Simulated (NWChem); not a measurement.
# BH2Cl; SMILES BCl

Results from NWChem. All runs use the structure optimised with PBE0/def2-SVP. Ions are spin-unrestricted doublets at the neutral geometry; other ion states weren't tried.

For level PBE/def2-SVP:

| Quantity | Result |
|---|---|
| vertical ionisation energy, ΔSCF (eV) | 11.01 |
| −ε(HOMO) (eV) | 7.10 |

Task: What are these values for level PBE0/def2-SVP?

Result: The vertical ionisation energy, ΔSCF (eV) comes out as 11.31 and the −ε(HOMO) (eV) comes out as 8.53.
